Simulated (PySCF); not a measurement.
Sc(Cl)3 cation (Cl3Sc), SMILES [Cl][Sc]([Cl])[Cl] (connectivity only; charge and spin as stated), charge +1, multiplicity 2.

Geometry optimised at B3LYP-D3(BJ)/def2-SVP. The multiplicity is an assumed one; other spin states were not compared. The isomer is the one that the SMILES or the coordinates give; other isomers of the formula were not compared.

Calculation: TDA-PBE/def2-SVPD run with PySCF.

Vertical excitations. Isolated molecule, no solvent.

| state | energy (eV) | λ (nm) | f | main pairs |
|---|---|---|---|---|
| root 1 | 0.91 | 1356 | 0.001 | β HOMO→LUMO 99 % |
| root 2 | 1.06 | 1167 | 0.000 | β HOMO−1→LUMO 100 % |
| root 3 | 1.36 | 914 | 0.003 | β HOMO−2→LUMO 99 % |
| root 4 | 1.68 | 738 | 0.000 | β HOMO−3→LUMO 100 % |
| root 5 | 1.98 | 625 | 0.000 | β HOMO−4→LUMO 92 % |
| root 6 | 2.17 | 571 | 0.000 | β HOMO−6→LUMO 100 % |
| root 7 | 2.41 | 513 | 0.009 | β HOMO−5→LUMO 72 %, β HOMO−7→LUMO 21 % |
| root 8 | 3.50 | 355 | 0.041 | α HOMO−2→LUMO 20 %, α HOMO→LUMO 8 %, β HOMO−7→LUMO 42 %, β HOMO→LUMO+1 11 % |
| root 9 | 3.69 | 336 | 0.002 | α HOMO−2→LUMO 13 %, β HOMO→LUMO+1 83 % |
| root 10 | 3.74 | 331 | 0.003 | α HOMO→LUMO 89 % |
Unrestricted roots are not spin-pure.
